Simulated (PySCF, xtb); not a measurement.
NbCl₄, SMILES [Cl][Nb]([Cl])([Cl])[Cl] (connectivity only; charge and spin as stated), neutral, multiplicity 2.

Harmonic wavenumbers (cm⁻¹) from GFN2-xTB in xtb at its own minimum, in rising order: 81, 92, 98, 98, 131, 277, 292, 342, 342.

Question: What does PBE0-D3(BJ)/def2-SVP (PySCF) give at its own minimum? (Estimate from the structure and the level; the computed values follow.)

Answer: 77, 87, 102, 109, 109, 387, 411, 441, 441. Paired by order, the mean absolute difference is 52 cm⁻¹ and the zero-point energies are 2.5 and 3.1 kcal/mol.
